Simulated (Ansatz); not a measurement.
System: sum formula AlN$_{2}$H$_{4}$Cl (charge 0, singlet). 
Coordinates optimised at B3LYP-D3(BJ)/def2-TZVP (Ansatz, a first-principles code):
```
Al
N 1 1.7611
H 2 1.0070 1 125.72
H 2 1.0072 3 110.58 1 180.00
N 1 1.7611 2 123.30 3 0.00
H 5 1.0070 1 125.72 2 0.00
H 5 1.0072 6 110.58 1 180.00
Cl 1 2.1063 2 118.35 3 180.00
```

Wanted: vertical triplet-singlet gap (E(triplet) - E(singlet); each state is the SCF solution reached for its spin), in kcal/mol. Correlated levels leave the core frozen unless marked. UHF or UKS for open shells. No spin-orbit coupling. Non-relativistic. CBS marks a two-point X^-3 extrapolation of the correlation energy; Hartree-Fock from the larger set. The bracket is a focal-point correction in the basis named.

| level | program | vertical triplet-singlet gap (kcal/mol) |
|---|---|---|
| r2SCAN/def2-TZVPD | Ansatz | 115.4 |

Question: Estimate the value at RI-MP2/CBS(aug-cc-pV(T+d)Z,aug-cc-pV(Q+d)Z)+[CCSD(T)-MP2]/aug-cc-pV(T+d)Z as computed with Ansatz.

Answer: 130.8 kcal/mol
